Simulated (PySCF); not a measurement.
A TDDFT job was run through a driver script with this input:

```
{"job": {"kind": "uv", "xc": "wB97X-D", "basis": "def2-SVPD", "dynamic": true, "nstates": 6, "ntriplets": 0}, "charge": 0, "multiplicity": 1}
C      1.058463     0.080165    -0.309688
Ti    -0.865589    -0.066961     0.251971
Br    -1.908605     1.690979    -0.840087
Br    -0.916369     0.165047     2.562166
Br    -1.513940    -2.172833    -0.470463
H      1.617896    -0.738458     0.171910
H      1.099589    -0.010423    -1.407810
H      1.437600     1.061968     0.017382
```

The program printed:

```
coarse grid: 42048 points
cycle   1  E = -8610.9091686457  dE = -2.818e+00  |g| = 7.810e-01  |ddm| = 3.594e+00
cycle   2  E = -8606.3884177437  dE =  4.521e+00  |g| = 5.323e+00  |ddm| = 4.062e+00
cycle   3  E = -8610.9952780184  dE = -4.607e+00  |g| = 7.632e-01  |ddm| = 2.587e+00
cycle   4  E = -8611.1264841634  dE = -1.312e-01  |g| = 1.451e-01  |ddm| = 6.352e-01
cycle   5  E = -8611.1320492822  dE = -5.565e-03  |g| = 3.407e-02  |ddm| = 1.981e-01
cycle   6  E = -8611.1323718200  dE = -3.225e-04  |g| = 8.183e-03  |ddm| = 6.112e-02
cycle   7  E = -8611.1324050002  dE = -3.318e-05  |g| = 3.688e-03  |ddm| = 2.116e-02
cycle   8  E = -8611.1324117977  dE = -6.798e-06  |g| = 8.605e-04  |ddm| = 7.080e-03
final grid: 79800 points
cycle   9  E = -8611.1323280628  dE = -1.388e-06  |g| = 1.451e-03  |ddm| = 8.071e-03
cycle  10  E = -8611.1323268516  dE =  1.211e-06  |g| = 2.687e-03  |ddm| = 4.450e-03
cycle  11  E = -8611.1323286092  dE = -1.758e-06  |g| = 4.479e-04  |ddm| = 3.470e-03
cycle  12  E = -8611.1323286803  dE = -7.114e-08  |g| = 1.174e-04  |ddm| = 6.365e-04
cycle  13  E = -8611.1323287117  dE = -3.144e-08  |g| = 5.280e-05  |ddm| = 5.990e-04
cycle  14  E = -8611.1323287151  dE = -3.325e-09  |g| = 2.543e-05  |ddm| = 1.584e-04
cycle  15  E = -8611.1323287161  dE = -1.008e-09  |g| = 7.728e-06  |ddm| = 1.036e-04
cycle  16  E = -8611.1323287162  dE = -1.164e-10  |g| = 3.965e-06  |ddm| = 3.630e-05
converged SCF energy = -8611.1323287162

Static polarisability (au): isotropic 117.908, principal 106.263 123.118 124.343

Singlet excitations
state   eV       nm        f      main configurations
  1   3.4226    362.3   0.00005   H-3->L 0.63, H-4->L 0.19
  2   3.4360    360.8   0.00021   H-3->L+1 0.62, H-4->L+1 0.19
  3   4.0615    305.3   0.00444   H->L 0.84
  4   4.0900    303.1   0.00470   H->L+1 0.81
  5   4.1274    300.4   0.00211   H-3->L+2 0.60, H-4->L+2 0.16, H-3->L+1 0.08
  6   4.1594    298.1   0.00292   H-3->L+3 0.62, H-4->L+3 0.15
```

Method used: PySCF, TDDFT wB97X-D/def2-SVPD, vertical, gas phase, core orbitals frozen in the response. Geometry: PBE0-D3(BJ)/def2-SVP; no solvent, vibrations or thermal averaging. The geometry optimisation had not met its thresholds, so the values belong to a structure short of the stationary point. The wB97X-D/def2-SVPD calculation is non-relativistic and has no spin–orbit coupling, an omission that weighs most on bromine.

(1) What is the total energy of state 5 at this geometry?

(2) How much of the mean polarisability do the listed states account for?

(3) What is the polarisability anisotropy, √(½[(α1 − α2)² + (α2 − α3)² + (α3 − α1)²])?

(4) Give the mean polarisability in Å³.

(5) Give the energy of state 5 in hartree, cm⁻¹ and kJ/mol.

(6) Write the structure that the coordinates describe.

Answers

(1) -8611.13233 + 0.15168 = -8610.98065 hartree.

(2) The sum over states Σ f/ΔE² (ΔE in hartree) gives 0.64 au, under 1% of the total; the rest comes from higher roots of the same response equations.

(3) 17.50 au.

(4) 117.91 au × 0.148185 = 17.47 Å³.

(5) 0.15168 hartree, 33290 cm⁻¹, 398.2 kJ/mol.

(6) [Ti(CH3)Br3], `[CH3][Ti]([Br])([Br])[Br]` (CH3Br3Ti).

The SCF starts on a coarse grid; the energy jumps when the final grid takes over, and dE counts afresh there. H and L stand for HOMO and LUMO.

Note: wB97X-D ran without an empirical dispersion term, which enters the total energy and its gradient alone.
